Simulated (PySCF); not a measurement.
Spinor energies of Re(40+) (rhenium, charge +40)

Start: [Ar] 3d10 4s2 4p5; 4p1/2 filled at m_j = -1/2, +1/2; 4p3/2 filled at m_j = -1/2, +1/2, +3/2. Calculated with PySCF 2.14 in an even-tempered Gaussian basis (16 s from 4.8 bohr⁻², ratio 2.8; 14 p from 6.2 bohr⁻², ratio 2.8; 8 d from 11 bohr⁻², ratio 2.8; 4 f from 30 bohr⁻², ratio 3): generalised Hartree-Fock with the X2C-1e Hamiltonian and a Gaussian nucleus; one run each with spin-orbit coupling (SO) switched off, then screened by Boettger's factors.

| spinor shell | electrons | ε, spin-free (eV) | ε, screened SO (eV) | weight of nominal j (screened SO) | rms radius, screened SO (bohr) |
| --- | --- | --- | --- | --- | --- |
| 1s1/2 | 2 | -73918.1 | -73893.6 | 1.000 | 0.0204 |
| 2s1/2 | 2 | -14482.2 | -14473.7 | 1.000 | 0.0823 |
| 2p1/2 | 2 | -12879.8 | -13910.9 | 1.000 | 0.0699 |
| 2p3/2 | 4 | -12879.8 | -12462.7 | 1.000 | 0.0774 |
| 3s1/2 | 2 | -4763.1 | -4759.6 | 1.000 | 0.208 |
| 3p1/2 | 2 | -4278.8 | -4513.0 | 1.000 | 0.199 |
| 3p3/2 | 4 | -4278.8 | -4180.9 | 1.000 | 0.214 |
| 3d3/2 | 4 | -3737.9 | -3778.7 | 1.000 | 0.187 |
| 3d5/2 | 6 | -3737.9 | -3707.0 | 1.000 | 0.191 |
| 4s1/2 | 2 | -2170.6 | -2169.3 | 1.000 | 0.439 |
| 4p1/2 | 2 | -1992.5 | -2064.6 | 0.999 | 0.433 |
| 4p3/2 | 3 | -1992.5 | -1962.1 | 1.000 | 0.456 |

| quantity | spin-free | screened SO |
| --- | --- | --- |
| E (hartree) | -15673.56086 | -15695.63420 |
| M_J | 3/2 | 3/2 |
| ⟨J²⟩ | 3.751 | 3.751 |
| ⟨L²⟩ | 2.001 | 2.075 |
| ⟨S²⟩ | 0.750 | 0.825 |

Each row is a mean over spinors that exchange with the open shell spreads, by up to 12.690 eV (4s1/2).

Breit and QED terms are absent; they matter most for the inner s and p1/2 levels.

Densities and radii are taken from the X2C orbitals without a picture-change correction, which distorts them close to the nucleus.

Without spin-orbit coupling the j labels of p, d and f shells carry no meaning; the spin-free column gives the mean over the occupied spinors of each nl shell.
